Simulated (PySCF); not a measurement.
# Two-component Hartree-Fock for Cd²⁴⁺ (cadmium, charge +24)

Start: [Ar] 3d6; 3d3/2 filled at m_j = -3/2, -1/2, +1/2, +3/2; 3d5/2 filled at m_j = +3/2, +5/2. Calculated with PySCF 2.14 in an even-tempered Gaussian basis (17 s from 3.2 bohr⁻², ratio 2.8; 12 p from 4.2 bohr⁻², ratio 2.8; 8 d from 4.2 bohr⁻², ratio 2.8; 3 f from 16 bohr⁻², ratio 3): generalised Hartree-Fock with the X2C-1e Hamiltonian and a Gaussian nucleus; one run each with spin-orbit coupling (SO) switched off, then screened by Boettger's factors.

```json
{"spinor shell": "1s1/2", "electrons": "2", "ε, spin-free (eV)": "-27764.1", "ε, screened SO (eV)": "-27761.6", "weight of nominal j (screened SO)": "1.000", "rms radius, screened SO (bohr)": "0.0348"}
{"spinor shell": "2s1/2", "electrons": "2", "ε, spin-free (eV)": "-4971.1", "ε, screened SO (eV)": "-4970.1", "weight of nominal j (screened SO)": "1.000", "rms radius, screened SO (bohr)": "0.142"}
{"spinor shell": "2p1/2", "electrons": "2", "ε, spin-free (eV)": "-4549.4", "ε, screened SO (eV)": "-4686.7", "weight of nominal j (screened SO)": "0.999", "rms radius, screened SO (bohr)": "0.123"}
{"spinor shell": "2p3/2", "electrons": "4", "ε, spin-free (eV)": "-4549.4", "ε, screened SO (eV)": "-4485.4", "weight of nominal j (screened SO)": "0.999", "rms radius, screened SO (bohr)": "0.128"}
{"spinor shell": "3s1/2", "electrons": "2", "ε, spin-free (eV)": "-1589.3", "ε, screened SO (eV)": "-1589.0", "weight of nominal j (screened SO)": "1.000", "rms radius, screened SO (bohr)": "0.365"}
{"spinor shell": "3p1/2", "electrons": "2", "ε, spin-free (eV)": "-1445.2", "ε, screened SO (eV)": "-1481.0", "weight of nominal j (screened SO)": "0.938", "rms radius, screened SO (bohr)": "0.356"}
{"spinor shell": "3p3/2", "electrons": "4", "ε, spin-free (eV)": "-1445.2", "ε, screened SO (eV)": "-1428.3", "weight of nominal j (screened SO)": "0.969", "rms radius, screened SO (bohr)": "0.366"}
{"spinor shell": "3d3/2", "electrons": "4", "ε, spin-free (eV)": "-1253.2", "ε, screened SO (eV)": "-1254.0", "weight of nominal j (screened SO)": "0.755", "rms radius, screened SO (bohr)": "0.330"}
{"spinor shell": "3d5/2", "electrons": "2", "ε, spin-free (eV)": "-1253.2", "ε, screened SO (eV)": "-1252.7", "weight of nominal j (screened SO)": "0.789", "rms radius, screened SO (bohr)": "0.331"}
```

```json
{"quantity": "E (hartree)", "spin-free": "-5266.92534", "screened SO": "-5268.26150"}
{"quantity": "M_J", "spin-free": "4", "screened SO": "4"}
{"quantity": "⟨J²⟩", "spin-free": "20.001", "screened SO": "20.029"}
{"quantity": "⟨L²⟩", "spin-free": "6.000", "screened SO": "7.192"}
{"quantity": "⟨S²⟩", "spin-free": "6.000", "screened SO": "5.288"}
```

Each row is a mean over spinors that exchange with the open shell spreads, by up to 31.593 eV (3p3/2).

Rows whose weight is well below 1 are mixtures of j = l ± 1/2: exchange outweighs spin-orbit coupling there, and the label is only the starting occupation.

Breit and QED terms are absent; they matter most for the inner s and p1/2 levels.

Densities and radii are taken from the X2C orbitals without a picture-change correction, which distorts them close to the nucleus.

Without spin-orbit coupling the j labels of p, d and f shells carry no meaning; the spin-free column gives the mean over the occupied spinors of each nl shell.
